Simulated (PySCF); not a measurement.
**Sr³⁶⁺: ionisation energy**

Sr³⁶⁺ 1s2 (1S) → Sr³⁷⁺ 1s1 (2S), as a difference of total energies. All numbers are calculated (PySCF 2.14, the non-relativistic Hamiltonian (point nucleus), in an even-tempered Gaussian basis (15 s from 56 bohr⁻², ratio 2.2; 7 p from 85 bohr⁻², ratio 2.4; 4 d from 260 bohr⁻², ratio 2.4; 3 f from 380 bohr⁻², ratio 2.4; 3 g from 580 bohr⁻², ratio 2.4)). Correlated levels: nothing frozen; virtual orbitals above 40 to 60 times the deepest correlated orbital energy dropped. The calculations carry no spin-orbit coupling.

```json
{"method": "UHF", "ionisation energy (eV)": "19003.4", "difference from reference (eV)": "-342.2"}
{"method": "LDA", "ionisation energy (eV)": "18964.2", "difference from reference (eV)": "-381.4"}
{"method": "PBE", "ionisation energy (eV)": "18998.1", "difference from reference (eV)": "-347.5"}
{"method": "PBE0", "ionisation energy (eV)": "18999.7", "difference from reference (eV)": "-345.9"}
{"method": "r2SCAN", "ionisation energy (eV)": "19004.7", "difference from reference (eV)": "-340.9"}
{"method": "MN15", "ionisation energy (eV)": "19004.8", "difference from reference (eV)": "-340.8"}
{"method": "MP2 (all electrons)", "ionisation energy (eV)": "19004.6", "difference from reference (eV)": "-341.0"}
{"method": "SCS-MP2 (all electrons)", "ionisation energy (eV)": "19004.8", "difference from reference (eV)": "-340.8"}
```

Reference: 19345.6 eV (theoretical estimate listed by NIST; NIST Atomic Spectra Database, ionization energies).

The gap to the reference is mostly relativistic.
